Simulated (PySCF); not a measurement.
Working with the constants of BeO⁺

UHF-CCSD(T) constants of BeO⁺, ²Π (doublet), unpaired electrons π ↑ (PySCF, no relativity, basis sets Be cc-pVTZ, O cc-pVTZ; masses 9.0122 and 15.9949 u):

| Item | Value |
| --- | --- |
| ωe | 1268.7 cm⁻¹ |
| ωexe | 9.24 cm⁻¹ |
| Be | 1.4363 cm⁻¹ |
| αe | 0.0162 cm⁻¹ |
| De to Be⁺ + O | 3.81 eV |

Q: What force constant and bond length do these constants imply?

A: Reduced mass μred = 5.7643 u; k = 5.8918×10⁻⁷·μred·ωe² (u, cm⁻¹, mdyn/Å) = 5.47 mdyn/Å; Re = √(16.8576/(μred·Be)) (u, cm⁻¹, Å) = 1.427 Å.

Q: Estimate the centrifugal constant D from the Kratzer relation and find the Dunham coefficient a1.

A: D = 4Be³/ωe² = 7.36e-06 cm⁻¹; a1 = −1 − αeωe/(6Be²) = -2.66.

Correlated steps freeze 1 core orbital. For an ion De counts to the pair picked by the measured ionisation energies or electron affinities, which need not be the lowest pair at this level. The state was picked by a PBE0 search and need not be the measured ground state.
